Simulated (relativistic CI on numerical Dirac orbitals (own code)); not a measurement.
# Co⁺: 3p photoemission

Computed with this model: Dirac-Coulomb-Breit CI, KLI orbitals optimised for each configuration, QED by a radiative potential, multiplet model of photoemission in the sudden approximation, unscaled Slater integrals; configurations [Ar] 3d8 → [Ne] 3s2 3p5 3d8; 300 K; Lorentzian 0.8 eV and Gaussian 0.6 eV FWHM. Energies are those of the free ion, without screening or charge transfer. The energies are binding energies and can lie tens of eV above those of solids. S is read from ⟨S²⟩ = S(S + 1).

Field parameters in Wybourne normalisation: D3d B²₀ = −7Dσ, B⁴₀ = −14Dq − 21Dτ, B⁴₃ = −14√(10/7) Dq; D4h B²₀ = −7Ds, B⁴₀ = 21(Dq − Dt), B⁴₄ = 21√(5/14) Dq; Oh B⁴₀ = 21Dq, B⁴₄ = √(5/14) B⁴₀; Td as Oh with Dq negative (B⁴₀ = 21Dq, B⁴₄ = √(5/14) B⁴₀). The field is a parameter set, without covalency.

Computed curve for D4h, 10Dq = 11200, Ds = 2930, Dt = -360 cm⁻¹, scaled to 100 at the maximum (points under 2 are left out and the grid is thinned):

| Energy (eV) | Intensity |
| --- | --- |
| 69.2 | 2.1 |
| 69.9 | 2.9 |
| 70.6 | 4.4 |
| 71.3 | 7.7 |
| 71.9 | 15.7 |
| 72.6 | 54.7 |
| 73.3 | 99.8 |
| 74.0 | 81.4 |
| 74.7 | 48.3 |
| 75.4 | 36.3 |
| 76.0 | 29.3 |
| 76.7 | 16.6 |
| 77.4 | 13.7 |
| 78.1 | 17.9 |
| 78.8 | 27.3 |
| 79.5 | 53.2 |
| 80.2 | 61.1 |
| 80.8 | 43.7 |
| 81.5 | 21.5 |
| 82.2 | 10.0 |
| 82.9 | 7.2 |
| 83.6 | 11.4 |
| 84.3 | 17.9 |
| 84.9 | 11.2 |
| 85.6 | 7.2 |
| 86.3 | 9.9 |
| 87.0 | 16.2 |
| 87.7 | 21.6 |
| 88.4 | 18.3 |
| 89.1 | 9.9 |
| 89.7 | 6.3 |
| 90.4 | 11.5 |
| 91.1 | 20.3 |
| 91.8 | 15.3 |
| 92.5 | 12.4 |
| 93.2 | 18.6 |
| 93.8 | 11.1 |
| 94.5 | 5.0 |
| 95.2 | 4.6 |
| 95.9 | 2.1 |

The ground state has S = 1.00, and the centroid lies at 79.53 eV.
